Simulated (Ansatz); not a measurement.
System: sum formula SOF, charge 0, multiplicity 2. It need not be the lowest isomer of its formula. SMILES: O=[S]F
Geometry from a B3LYP-D3(BJ)/def2-TZVP (Ansatz, a first-principles code) optimisation:
```
S
O 1 1.4576
F 1 1.6228 2 108.23
```
Charge 0, spin multiplicity 2.

Atomisation energy built up term by term with Ansatz (kcal/mol; UHF references for open shells; valence terms freeze the core; atomic spin-orbit terms are left out). CBS(X,Y): correlation extrapolated as X^-3; Hartree-Fock from the larger set.

```
term                                            basis  kcal/mol
-----------------------  ----------------------------  --------
Hartree-Fock                              cc-pV(Q+d)Z     96.64
CCSD correlation         CBS(cc-pV(T+d)Z,cc-pV(Q+d)Z)    102.39
(T)                      CBS(cc-pV(T+d)Z,cc-pV(Q+d)Z)     11.97
core correlation                            cc-pwCVTZ      0.74
scalar relativity (X2C)    cc-pVTZ-DK against cc-pVTZ     -0.54
sum: De                                                   211.2
```

(T) makes 5.7 % of the CCSD(T) atomisation energy.
